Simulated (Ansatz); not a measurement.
Ansatz (a first-principles code) input (RI-MP2/aug-cc-pV(T+d)Z):
A basis named .json is the Basis Set Exchange file of that set.

Ansatz 0.2 input:
```yaml
crystal:
  periodic: [false, false, false]
  atoms:
    - {symbol: O, position_ang: [-1.93430569, -0.60455420, -0.16607310]}
    - {symbol: Al, position_ang: [-0.33499085, -0.10531576, -0.02908813]}
    - {symbol: Cl, position_ang: [1.23868944, -1.26118524, -0.76756138]}
    - {symbol: Cl, position_ang: [0.05713057, 1.71016184, 0.90213181]}
    - {symbol: H, position_ang: [-2.19961368, -1.42706349, -0.58096687]}
basis:
  gaussian:
    orbitals: aug-cc-pV_T+d_Z.json
    fitting: {mean_field: def2-universal-jkfit, correlation: aug-cc-pVTZ-RIFIT.json}
total_charge: 1
magnetization: {spin_polarized: true, initial_magnetization: 1}
correlation: {method: mp2, electrons: outside_noble_gas}
```

Output:

```
Functional definition: HF
integrals: 0.26 GiB planned
479 factors; integrals over basis functions are off by at most 1.4e0 eV
593 factors; integrals over basis functions are off by at most 7.7e-1 eV
0.72 GiB of device memory are held for the factors and their scratch space
mean field: 0.92 GiB planned
mean field evaluation 1: about -33633.9463 eV, gradient 4.1e1 eV
mean field evaluation 2: about -33636.3207 eV, gradient 3.2e1 eV
mean field evaluation 4: about -33639.8404 eV, gradient 1.0e0 eV
mean field evaluation 8: about -33639.8703 eV, gradient 2.8e-1 eV
mean field evaluation 16: about -33640.3171 eV, gradient 2.7e-4 eV
mean field evaluation 32: about -33640.2449 eV, gradient 2.5e-2 eV
mean field evaluation 64: about -33640.0416 eV, gradient 1.4e0 eV
mean field evaluation 96: about -33640.1320 eV, gradient 2.2e-1 eV
mean field evaluation 128: about -33639.8675 eV, gradient 2.6e-1 eV
mean field -33640.40192045 eV, -1236.2619682930 hartree, gradient 1.7e-6 eV, S^2 0.756377; 17 other end points of the search recorded, 0 dependent functions left out
16 core orbitals not correlated
reference -33640.40192045 eV, -1236.2619682930 hartree; 12, 11 occupied and 206, 207 virtual orbitals, 593 factors
second order -17.19013880 eV of doubles, -0.00000000 eV of singles
Total energy: -33657.59205924 eV, -1236.8936942419 hartree
```

This state (charge 1, doublet) is run at the relaxed geometry of the species with charge 0 and multiplicity 1.
